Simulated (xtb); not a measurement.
xtb input (GFN2-xTB):

```bash
xtb mol.xyz --gfn 2 --ohess tight --chrg 1 --uhf 0
```
mol.xyz:
```
3

Ga     0.61253533     0.09697538     0.18184273
H     -0.08327272    -1.51851484    -0.06299825
H     -0.55635277     1.39391274    -0.19453320
```

Output:

```
           -------------------------------------------------
          |                Calculation Setup                |
           -------------------------------------------------

           -------------------------------------------------
          |                 G F N 2 - x T B                 |
           -------------------------------------------------

        Reference                      10.1021/acs.jctc.8b01176
      * Hamiltonian:
        H0-scaling (s, p, d)           1.850000    2.230000    2.230000
        zeta-weighting                 0.500000
      * Dispersion:
        s8                             2.700000
        a1                             0.520000
        a2                             5.000000
        s9                             5.000000
      * Repulsion:
        kExp                           1.500000    1.000000
        rExp                           1.000000
      * Coulomb:
        alpha                          2.000000
        third order                    shell-resolved
        anisotropic                    true
        a3                             3.000000
        a5                             4.000000
        cn-shift                       1.200000
        cn-exp                         4.000000
        max-rad                        5.000000

          ...................................................
          :                      SETUP                      :
          :.................................................:
          :  # basis functions                  12          :
          :  # atomic orbitals                  11          :
          :  # shells                            5          :
          :  # electrons                         4          :
          :  max. iterations                   250          :
          :  Hamiltonian                  GFN2-xTB          :
          :  restarted?                      false          :
          :  GBSA solvation                  false          :
          :  PC potential                    false          :
          :  electronic temp.          300.0000000     K    :
          :  accuracy                    1.0000000          :
          :  -> integral cutoff          0.2500000E+02      :
          :  -> integral neglect         0.1000000E-07      :
          :  -> SCF convergence          0.1000000E-05 Eh   :
          :  -> wf. convergence          0.1000000E-03 e    :
          :  Broyden damping             0.4000000          :
          :  net charge                          1          :
          :  unpaired electrons                  0          :
          ...................................................

 iter      E             dE          RMSdq      gap      omega  full diag
   1     -1.6769681 -0.167697E+01  0.236E+01    2.14       0.0  T
   2     -1.6779038 -0.935775E-03  0.146E+01    2.04       1.0  T
   3     -1.6784384 -0.534605E-03  0.135E+00    1.84       1.0  T
   4     -1.6785567 -0.118276E-03  0.503E-01    1.87       1.0  T
   5     -1.6785852 -0.284760E-04  0.574E-01    1.90       1.0  T
   6     -1.6786283 -0.430816E-04  0.146E-01    1.89       1.0  T
[...]
                xx          xy          yy          xz          yz          zz
 q only:       -1.089      -0.554       2.258       0.026      -0.153      -1.169
  q+dip:       -1.775      -0.905       3.683       0.041      -0.250      -1.907
   full:        0.187       0.096      -0.391      -0.003       0.028       0.204

           -------------------------------------------------
Molecule has the following symmetry elements: (i) (Cinf) (C2) 2*(sigma)
It seems to be the Dinfh point group
          |                Geometry Summary                 |
           -------------------------------------------------

      molecular mass/u    :       71.7389476
   center of mass at/Å    :       -0.0071252      -0.0084119      -0.0245908
  moments of inertia/u·Å² :        0.2145659E-04   0.4929191E+01   0.4929212E+01
rotational constants/cm⁻¹ :        0.7856624E+06   0.3419959E+01   0.3419944E+01

 * 2 selected distances

     #   Z          #   Z                                           value/Å
     1  31 Ga       2   1 H                                       1.5644218 (max)
     1  31 Ga       3   1 H                                       1.5629984 (min)

 * 1 distinct bonds (by element types)

   Z      Z             #   av. dist./Å        max./Å        min./Å
   1 H   31 Ga          2     1.5637101     1.5644218     1.5629984

           -------------------------------------------------
          |               Frequency Printout                |
           -------------------------------------------------
 vibrational frequencies (cm⁻¹)
eigval :        0.00     0.00     0.00     0.00     0.00   242.83
eigval :      242.89  1551.34  1656.24
 reduced masses (amu)
   1: 67.78   2: 67.79   3: 67.79   4:  1.01   5:  1.01   6:  2.94   7:  2.95   8:  1.01
   9:  2.94
 IR intensities (km·mol⁻¹)
   1: 13.53   2: 13.59   3: 13.59   4:  0.02   5:  0.01   6: 35.68   7: 35.67   8:  0.29
   9:292.33
 Raman intensities (Ä⁴*amu⁻¹)
   1:  0.00   2:  0.00   3:  0.00   4:  0.00   5:  0.00   6:  0.00   7:  0.00   8:  0.00
   9:  0.00
 output can be read by thermo (or use thermo option).
 writing <g98.out> molden fake output.
 recommended (thermochemical) frequency scaling factor: 1.0
           -------------------------------------------------
          |             Thermodynamic Functions             |
           -------------------------------------------------

din symmetry found (for desy threshold:  0.10E+00) used in thermo

          ...................................................
          :                      SETUP                      :
          :.................................................:
          :  # frequencies                           4      :
          :  # imaginary freq.                       0      :
          :  linear?                              true      :
          :  only rotor calc.                    false      :
          :  symmetry                              din      :
          :  rotational number                       2      :
          :  scaling factor                  1.0000000      :
          :  rotor cutoff                   50.0000000 cm⁻¹ :
          :  imag. cutoff                  -20.0000000 cm⁻¹ :
          :.................................................:

    mode    ω/cm⁻¹     T·S(HO)/kcal·mol⁻¹    T·S(FR)/kcal·mol⁻¹   T·S(vib)
   ------------------------------------------------------------------------
       1    242.83    -0.53132 ( 99.82%)    -0.58220 (  0.18%)    -0.53141
       2    242.89    -0.53118 ( 99.82%)    -0.58212 (  0.18%)    -0.53127
   ------------------------------------------------------------------------

   temp. (K)  partition function   enthalpy   heat capacity  entropy
                                   cal/mol     cal/K/mol   cal/K/mol   J/K/mol
 298.15  VIB   2.10                  627.327      3.652      3.580
         ROT   30.3                  592.502      1.987      8.766
         INT   63.6                 1219.828      5.639     12.346
         TR   0.588E+27             1481.254      4.968     38.710
         TOT                        2701.0821    10.6073    51.0561   213.6188

       T/K    H(0)-H(T)+PV         H(T)/Eh          T*S/Eh         G(T)/Eh
   ------------------------------------------------------------------------
    298.15    0.430445E-02    0.127184E-01    0.242584E-01   -0.115400E-01
   ------------------------------------------------------------------------

         :::::::::::::::::::::::::::::::::::::::::::::::::::::
         ::                  THERMODYNAMIC                  ::
Note: The following floating-point exceptions are signalling: IEEE_DENORMAL
normal termination of xtb
         :::::::::::::::::::::::::::::::::::::::::::::::::::::
         :: total free energy          -1.705161708190 Eh   ::
         ::.................................................::
         :: total energy               -1.693621685780 Eh   ::
         :: zero point energy           0.008413943818 Eh   ::
         :: G(RRHO) w/o ZPVE           -0.019953966228 Eh   ::
         :: G(RRHO) contrib.           -0.011540022410 Eh   ::
         :::::::::::::::::::::::::::::::::::::::::::::::::::::

optimized geometry written to: xtbopt.xyz

           -------------------------------------------------
          | TOTAL ENERGY               -1.693621685780 Eh   |
          | TOTAL ENTHALPY             -1.680903293600 Eh   |
          | TOTAL FREE ENERGY          -1.705161708190 Eh   |
          | GRADIENT NORM               0.000338727610 Eh/α |
          | HOMO-LUMO GAP               3.187128819757 eV   |
           -------------------------------------------------

------------------------------------------------------------------------
------------------------------------------------------------------------
 total:
 SCF:
 ANC optimizer:
 analytical hessian:
```
